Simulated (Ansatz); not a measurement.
This geometry of CH₆BFO₂Si (12 atoms, charge 0, multiplicity 1) is a first-order saddle point.

Theory: RKS B3LYP-D4/6-31G* (Ansatz).

```xyz
12
Properties=species:S:1:pos:R:3
B 0.088 -2.156 -0.261
Si -0.514 -0.397 0.507
O -0.780 -0.637 2.114
F -1.866 0.153 -0.199
O 0.611 0.799 0.315
C 0.702 1.674 -0.805
H -0.503 -2.727 -1.128
H 1.101 -2.646 0.135
H -0.978 0.147 2.647
H 1.085 1.147 -1.689
H -0.271 2.114 -1.051
H 1.403 2.473 -0.550
```

(1) Which two structures does it join? (They come from a converged band through this point; their orientation in space is the band's.)

(2) How far does it lie above each of them?

Answers

(1) No bond is made or broken. The dihedral H8–B1–Si2–F4 goes from -83 to 96°. The two ends are copies of one structure, up to a mirror image or an exchange of like atoms.

First end point:

```xyz
12
Properties=species:S:1:pos:R:3
B 0.231 -2.040 -0.146
Si -0.411 -0.342 0.715
O -0.196 -0.430 2.347
F -1.978 -0.159 0.345
O 0.373 1.032 0.236
C 0.329 1.539 -1.094
H 0.784 -2.034 -1.205
H 0.064 -3.098 0.380
H -0.101 0.427 2.789
H 0.631 0.776 -1.825
H -0.677 1.894 -1.348
H 1.028 2.378 -1.159
```

Last end point:

```xyz
12
Properties=species:S:1:pos:R:3
B 0.225 -2.039 -0.148
Si -0.412 -0.341 0.715
O -0.202 -0.430 2.347
F -1.978 -0.152 0.344
O 0.378 1.030 0.237
C 0.335 1.538 -1.092
H 0.048 -3.099 0.370
H 0.785 -2.031 -1.205
H -0.104 0.424 2.793
H 0.642 0.776 -1.822
H -0.672 1.889 -1.349
H 1.030 2.379 -1.156
```

(2) 0.046 eV above the first and 0.046 eV above the second. This is the barrier of this one path; another mechanism may lie lower.

Run time: 5.1 min on 2 threads of Arm Neoverse V1, on a shared host, peak memory 0.24 GiB.
